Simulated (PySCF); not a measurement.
Species: (OH)3Ti-O-SiH3 (singlet state).
Geometry (PBE0-D3(BJ)/def2-SVP, Å), atoms numbered from 1 in this order:
```xyz
12
H6O4SiTi angstrom
Ti     0.7326   -0.1394    0.6745
O      2.0285    1.0445    0.3734
O      0.1588    0.0559    2.3486
O      1.3840   -1.7839    0.4670
O     -0.6188    0.1194   -0.4761
Si    -1.7913    0.3347   -1.6205
H      2.3769    1.7398    0.9388
H      0.0574   -0.5792    3.0630
H      2.2630   -2.0813    0.2155
H     -2.0848   -0.9587   -2.3103
H     -1.3422    1.3324   -2.6390
H     -3.0487    0.8330   -0.9840
```

Computed, not measured: PySCF 2.14.0, density-fitted response routines, TDDFT PBE0/def2-SVPD, vertical, gas phase, core orbitals frozen in the response.

Computed states:

```
state  E (eV)       f
   S1    5.68  0.0004
   S2    5.75  0.0021
   S3    5.75  0.0019
   S4    5.97   0.077
   S5    6.29  0.0050
   S6    6.33  0.0049
   S7    6.54  0.0014
   S8    6.56  0.0018
   S9    6.58  0.0039
  S10    6.66  0.0041
  S11    6.71  0.0003
  S12    6.71  0.0003
  S13    6.84   0.014
  S14    6.84   0.012
```

Each state is given a Gaussian of 0.3 eV full width at half maximum, with ε(max) = 2.175×10⁸ f / Δν̃ (Δν̃ the width in cm⁻¹). The width is an assumption, not a result. The curve ends short of the highest state used, and states not computed would add to its high-energy end.

**Question.** Give the broadened spectrum and its maxima.

**Answer.** 
| E (eV) | ε (L mol⁻¹ cm⁻¹) |
| --- | --- |
| 5.23 | 0 |
| 5.25 | 0 |
| 5.27 | 1 |
| 5.29 | 1 |
| 5.30 | 1 |
| 5.32 | 2 |
| 5.34 | 3 |
| 5.36 | 5 |
| 5.38 | 8 |
| 5.40 | 12 |
| 5.41 | 14 |
| 5.43 | 21 |
| 5.45 | 31 |
| 5.47 | 45 |
| 5.49 | 63 |
| 5.51 | 86 |
| 5.52 | 101 |
| 5.54 | 136 |
| 5.56 | 182 |
| 5.58 | 240 |
| 5.60 | 315 |
| 5.62 | 410 |
| 5.63 | 467 |
| 5.65 | 603 |
| 5.67 | 776 |
| 5.69 | 993 |
| 5.71 | 1261 |
| 5.73 | 1589 |
| 5.74 | 1777 |
| 5.76 | 2204 |
| 5.78 | 2696 |
| 5.80 | 3247 |
| 5.82 | 3845 |
| 5.84 | 4470 |
| 5.85 | 4783 |
| 5.87 | 5395 |
| 5.89 | 5956 |
| 5.91 | 6433 |
| 5.93 | 6794 |
| 5.95 | 7013 |
| 5.96 | 7064 |
| 5.98 | 7044 |
| 6.00 | 6864 |
| 6.02 | 6538 |
| 6.04 | 6089 |
| 6.06 | 5550 |
| 6.07 | 5258 |
| 6.09 | 4653 |
| 6.11 | 4047 |
| 6.13 | 3473 |
| 6.15 | 2952 |
| 6.17 | 2501 |
| 6.18 | 2305 |
| 6.20 | 1969 |
| 6.22 | 1707 |
| 6.24 | 1510 |

Maxima: 208 nm (5.97 eV), ε about 7100, made up of S4 (98%) (ε in L mol⁻¹ cm⁻¹; maxima over ε = 5, shares over 10%).

**Question.** On this curve, what absorbance would a 10⁻³ mol/L sample give at 222 nm over a 1 cm path?

**Answer.** 222 nm is 5.585 eV, where ε is about 260 L mol⁻¹ cm⁻¹, so A = ε c l ≈ 0.26 (Beer–Lambert, with the gas-phase spectrum and the assumed width).

**Question.** What would ε be at 5.97 eV, the highest of these maxima, with half the width (0.15 eV)?

**Answer.** About 13900 L mol⁻¹ cm⁻¹ against 7080, a factor of about 1.97; a lone state at its own centre would give exactly 2.

**Question.** Coming from long wavelengths, where does ε first pass 100 L mol⁻¹ cm⁻¹?

**Answer.** At about 225 nm (5.52 eV), 0.16 eV below S1.
